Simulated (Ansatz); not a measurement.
Mulliken charges of H5NSSi2Zn (`N[SiH]1[SiH2][S][Zn]1`) from ωB97M-V/def2-TZVPP in Ansatz (PBE0-D4/def2-TZVP geometry).

```json
{"atom": "N1", "x (Å)": "-1.832", "y (Å)": "-0.362", "z (Å)": "0.817", "charge (e)": "-0.350"}
{"atom": "Si2", "x (Å)": "-0.737", "y (Å)": "0.412", "z (Å)": "-0.246", "charge (e)": "0.255"}
{"atom": "Si3", "x (Å)": "1.621", "y (Å)": "0.023", "z (Å)": "0.091", "charge (e)": "0.191"}
{"atom": "S4", "x (Å)": "2.362", "y (Å)": "-0.424", "z (Å)": "-1.850", "charge (e)": "-0.372"}
{"atom": "Zn5", "x (Å)": "0.153", "y (Å)": "-0.333", "z (Å)": "-2.330", "charge (e)": "0.118"}
{"atom": "H6", "x (Å)": "-2.702", "y (Å)": "0.070", "z (Å)": "1.079", "charge (e)": "0.124"}
{"atom": "H7", "x (Å)": "-1.841", "y (Å)": "-1.358", "z (Å)": "0.956", "charge (e)": "0.122"}
{"atom": "H8", "x (Å)": "-1.103", "y (Å)": "1.856", "z (Å)": "-0.220", "charge (e)": "-0.021"}
{"atom": "H9", "x (Å)": "1.793", "y (Å)": "-1.111", "z (Å)": "1.042", "charge (e)": "-0.038"}
{"atom": "H10", "x (Å)": "2.287", "y (Å)": "1.227", "z (Å)": "0.660", "charge (e)": "-0.029"}
```

Problem. By hand: the dipole of these point charges (1 e Å = 4.8032 D).

Solution. Σ q r = (-0.769, 0.165, 0.278) e Å, of length 0.834 e Å = 4.01 D.

Problem. How does the dipole of the full density compare? (Best estimate.)

Solution. The calculation gave: (-0.824, -0.139, 0.012) e Å, 4.01 D; the point charges give 1.00 times that, at 28° from its direction.

Point charges leave out the atoms' own dipoles, such as those of lone pairs, and Mulliken's split depends on the basis, so the two needn't agree.
